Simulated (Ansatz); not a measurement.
Mulliken charges of C₂H₅Ga, SMILES `C=[CH][GaH2]` from ωB97M-V/def2-TZVPP in Ansatz (PBE0-D4/def2-TZVP geometry).

| atom | x (Å) | y (Å) | z (Å) | charge (e) |
| --- | --- | --- | --- | --- |
| C1 | -0.547 | 1.052 | -0.727 | -0.179 |
| C2 | -0.431 | 0.357 | 0.406 | -0.277 |
| Ga3 | 0.745 | -1.195 | 0.499 | 0.198 |
| H4 | 0.003 | 0.779 | -1.625 | 0.101 |
| H5 | -1.193 | 1.923 | -0.818 | 0.110 |
| H6 | -1.012 | 0.689 | 1.264 | 0.109 |
| H7 | 1.529 | -1.568 | -0.812 | -0.035 |
| H8 | 0.907 | -2.037 | 1.813 | -0.028 |

**Question.** By hand: the dipole of these point charges (1 e Å = 4.8032 D).

**Answer.** Σ q r = (0.045, -0.047, -0.022) e Å, of length 0.069 e Å = 0.33 D.

**Question.** How does the dipole of the full density compare? (An estimate is asked.)

**Answer.** Computed: (-0.092, 0.128, -0.020) e Å, 0.76 D; the point charges give 0.43 times that, at 153° from its direction, so they point the opposite way.

Point charges leave out the atoms' own dipoles, such as those of lone pairs, and Mulliken's split depends on the basis, so the two needn't agree.
